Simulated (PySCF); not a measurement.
C₅H₆F₂O₂.
Atom-mapped SMILES: `[F:1][CH:2]([F:3])[O:4][C@H:5]1[CH:6]=[CH:7][O:8][CH2:9]1` (hydrogens: H10 on C2; H11 on C5; H12 on C6; H13 on C7; H14, H15 on C9)

Cartesian coordinates in Å at the GFN2-xTB level; atoms count from 1:
```
atom  x, y, z in Å
F1     2.144    1.401    0.396
C2     2.185    0.427   -0.552
F3     2.811   -0.613    0.069
O4     0.990    0.096   -1.027
C5     0.010   -0.362   -0.053
C6    -0.796    0.765    0.528
C7    -2.046    0.647    0.097
O8    -2.290   -0.433   -0.678
C9    -1.071   -1.155   -0.806
H10    2.827    0.772   -1.376
H11    0.537   -0.960    0.698
H12   -0.381    1.536    1.142
H13   -2.898    1.274    0.288
H14   -0.812   -1.233   -1.865
H15   -1.216   -2.155   -0.390
```

The closed-shell SCF was solved with PySCF and density fitting under several settings on one GFN2-xTB geometry (grid level 2 and gas phase unless stated).

```json
{"settings": "PBE0/pcSseg-1", "basis functions": "183", "SCF cycles": "14", "E (Eh)": "-543.6207", "HOMO (eV)": "-6.80", "LUMO (eV)": "0.30", "dipole (D)": "0.67"}
{"settings": "PBE0/def2-SVPD", "basis functions": "240", "SCF cycles": "14", "E (Eh)": "-543.3016", "HOMO (eV)": "-6.87", "LUMO (eV)": "0.15", "dipole (D)": "0.73"}
```

Question: Estimate the row for these settings: PBE0/IGLO-II.

Answer: 
| settings | basis functions | SCF cycles | E (Eh) | HOMO (eV) | LUMO (eV) | dipole (D) |
| --- | --- | --- | --- | --- | --- | --- |
| PBE0/IGLO-II | 234 | 14 | -543.8211 | -6.76 | 0.28 | 0.69 |

Question: Over all rows, what range does the HOMO–LUMO gap span?

Answer: From 7.02 eV (PBE0/def2-SVPD) to 7.10 eV (PBE0/pcSseg-1).

Question: Compare two rows with the functional PBE0: PBE0/IGLO-II and PBE0/pcSseg-1. Which energy is lower, and by how much?

Answer: PBE0/IGLO-II (234 functions) lies 0.2004 Eh or 126 kcal/mol below PBE0/pcSseg-1 (183 functions).

Cycle counts include a coarse-grid stage where the run had one.

One conformer stands for the species.
